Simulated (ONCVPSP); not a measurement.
## An odd input for ONCVPSP 4.0.1 (rubidium (Rb))

Command:

```bash
oncvpsp.x < Rb.dat > Rb.out
```

Input:

```
# ATOM AND REFERENCE CONFIGURATION
# atsym  z   nc   nv     iexc    psfile
  Rb 37.00    6    3        4      upf
#
#   n    l    f
    1    0    2.00
    2    0    2.00
    2    1    6.00
    3    0    2.00
    3    1    6.00
    3    2   10.00
    4    0    2.00
    4    1    6.00
    5    0    1.00
#
# PSEUDOPOTENTIAL AND OPTIMIZATION
# lmax
    2
#
#   l,   rc,      ep,       ncon, nbas, qcut
    0    2.65    0.00    4    7    5.90
    1    2.40    0.00    4    8    6.00
    2    2.90    0.24    4    8    2.90
#
# LOCAL POTENTIAL
# lloc, lpopt,  rc(5),   dvloc0
    4    5    4.50    0.00
#
# VANDERBILT-KLEINMAN-BYLANDER PROJECTORs
# l, nproj, debl
    0    2    0.50
    1    1    0.80
    2    2    3.10
#
# MODEL CORE CHARGE
# icmod, fcfact, rcfact
    3    4.75    1.30
#
# LOG DERIVATIVE ANALYSIS
# epsh1, epsh2, depsh
   -3.00    5.00    0.02
#
# OUTPUT GRID
# rlmax, drl
    6.00    0.01
#
# TEST CONFIGURATIONS
# ncnf
    4
# nvcnf
#   n    l    f
    3
    4    0    2.00
    4    1    6.00
    5    0    0.00
#
    3
    4    0    2.00
    4    1    6.00
    5    0    0.50
#
    4
    4    0    2.00
    4    1    6.00
    5    0    0.00
    5    1    1.00
#
    3
    4    0    2.00
    4    1    5.00
    5    0    1.00
#
```

This is an input that runs to its end, with one change: rc(5) set to 4.50 bohr.

How does the run end?

The program refuses the input: "test_data: rc < rc(lloc) for l = 0. Not allowed.".

```
ONCVPSP  (Optimized Norm-Conservinng Vanderbilt PSeudopotential)
scalar-relativistic version 4.0.1

test_data: rc < rc(lloc) for l = 0.  Not allowed.
test_data: rc < rc(lloc) for l = 1.  Not allowed.
test_data: rc < rc(lloc) for l = 2.  Not allowed.
ERROR: test_data found   3 ERROR; stopping
```
